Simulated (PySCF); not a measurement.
A side-by-side comparison of computed properties.

First species: C4H7NO2.
Z-matrix (Å and degrees, GFN2-xTB geometry), rows numbered from 1:
```
C 
N   1  1.4432
C   2  1.3410  1  122.38
O   3  1.2082  2  125.47  1    -4.90
C   3  1.5478  2  112.95  1   177.05
C   5  1.4933  3  109.70  2   -57.01
O   6  1.2044  5  124.03  3    64.60
H   1  1.0920  2  110.99  3  -110.03
H   1  1.0906  2  110.03  3   129.09
H   1  1.0887  2  107.87  3     9.67
H   2  1.0118  1  117.68  3   166.28
H   5  1.0875  3  108.49  2  -179.92
H   5  1.0915  3  106.43  2    61.60
H   6  1.1037  5  115.15  3  -113.30
```

Second species: C5H14N2P2.
SMILES: `P(/N(C)C)=P\CN(C)C`

Levels: PBE0/pcSseg-1 for dipole moment, HOMO energy, LUMO energy and HOMO–LUMO gap; GFN2-xTB for rotational constant A and rotational constant C. Geometries: GFN2-xTB. Each species is one conformer at its optimised geometry, gas phase, non-relativistic unless stated. Electronic properties by PySCF.

Dipoles, sizes and rotational constants follow the conformer. The torsions of the flexible species, by atom-mapped SMILES:
- `[CH3:1][NH:2][C:3](=[O:4])[CH2:5][CH:6]=[O:7]`: C1–N2–C3–O4 -5°, N2–C3–C5–C6 -57°, C3–C5–C6–O7 65°
- `[CH3:1][N:2]([CH3:3])[CH2:4]/[P:5]=[P:6]/[N:7]([CH3:8])[CH3:9]`: C1–N2–C4–P5 72°, N2–C4–P5–P6 -121°, P5–P6–N7–C8 165°

Values for the first species:

- Dipole moment: 1.59 D
- HOMO energy: -7.46 eV
- LUMO energy: -1.37 eV
- HOMO–LUMO gap: 6.09 eV
- Rotational constant A: 4.207 GHz
- Rotational constant C: 1.483 GHz

(1) Estimate the same properties for the second species, and the change in each.

Results:

(1) 
```csv
property,first,second,second less first
dipole moment,1.59 D,2.14 D,+0.55 D
HOMO energy,-7.46 eV,-5.91 eV,+1.55 eV
LUMO energy,-1.37 eV,-1.65 eV,-0.28 eV
HOMO–LUMO gap,6.09 eV,4.26 eV,-1.83 eV
rotational constant A,4.207 GHz,3.200 GHz,-1.007 GHz
rotational constant C,1.483 GHz,0.482 GHz,-1.001 GHz
```

On the first: The dipole equals about 5.3 × 10⁻³⁰ C·m (1 D = 3.33564 × 10⁻³⁰ C·m).

On the second: The dipole matches unit charges of opposite sign 0.45 Å apart (1 e·Å = 4.8032 D). A dipole of 2.14 D is allowed in C1, and pure rotational transitions are dipole-allowed.
